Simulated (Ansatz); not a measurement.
Abridged output of a molecular run in Ansatz:

```
Functional definition: HF
  name "HF"
  cite "Fock, Z. Phys. 61, 126 (1930) doi:10.1007/BF01340294"
  parent pbe
  exchange = exact_x
  correlation = 0
1184 factors; integrals over basis functions are off by at most 1.2e-3 eV
mean field evaluation 1: about -15225.0021 eV, gradient 3.9e1 eV
mean field evaluation 2: about -15225.0071 eV, gradient 3.9e1 eV
mean field evaluation 4: about -15228.8510 eV, gradient 4.3e0 eV
mean field evaluation 8: about -15228.9204 eV, gradient 3.7e-1 eV
mean field evaluation 16: about -15228.8451 eV, gradient 4.3e0 eV
mean field -15228.92167765 eV, -559.6525491200 hartree, gradient 1.7e-6 eV, S^2 0.000000; 0 other end points of the search recorded, 0 dependent functions left out
10 core orbitals not correlated: weight in the atoms' cores, before any rotation towards them, 1.000 or more for the frozen orbitals, at most 0.000 for the correlated occupied ones
reference -15228.92167765 eV, -559.6525491200 hartree; 17, 17 occupied and 91, 91 virtual orbitals, 1184 factors
second order -22.94424575 eV of doubles, -0.00000000 eV of singles
cycle   1  -23.45524373 eV  change   -5.1e-1 eV  update   1.1e-1
cycle   2  -24.05729166 eV  change   -6.0e-1 eV  update   3.3e-2
cycle   3  -24.20355553 eV  change   -1.5e-1 eV  update   1.6e-2
cycle   4  -24.19946538 eV  change    4.1e-3 eV  update   3.9e-3
cycle   5  -24.19972168 eV  change   -2.6e-4 eV  update   1.6e-3
cycle   6  -24.20015385 eV  change   -4.3e-4 eV  update   4.8e-4
cycle   7  -24.19996036 eV  change    1.9e-4 eV  update   1.8e-4
cycle   8  -24.19991375 eV  change    4.7e-5 eV  update   7.1e-5
cycle   9  -24.19992369 eV  change   -9.9e-6 eV  update   3.5e-5
perturbative correction -0.75887455 eV, -0.0278881253 hartree
Total energy: -15253.88047590 eV, -560.5697680377 hartree
```

Its atoms:

```xyz
12

C    -0.4682    1.1105    1.0047
C    -0.3727    0.2629   -0.2496
C    -0.6644   -1.2259   -0.1114
N     0.2353   -1.9805   -0.6334
Si    1.2050   -0.5301   -0.8984
F     1.6568   -0.2385   -2.3974
H     0.1781    0.7294    1.7994
H    -1.4901    1.1352    1.3944
H    -0.1696    2.1409    0.8020
H    -0.9861    0.6788   -1.0562
H    -1.5474   -1.6257    0.4053
H     2.4234   -0.4571   -0.0595
```

Which basis set was used?
A. def2-SVP
B. cc-pV(T+d)Z
C. def2-SVPD
D. def2-TZVPPD

A. It gives 118 functions.

Write the keys of the input that set method, charge and spin (a neutral closed shell needs none for the last two).


```yaml
correlation: {method: ccsd_t}
```
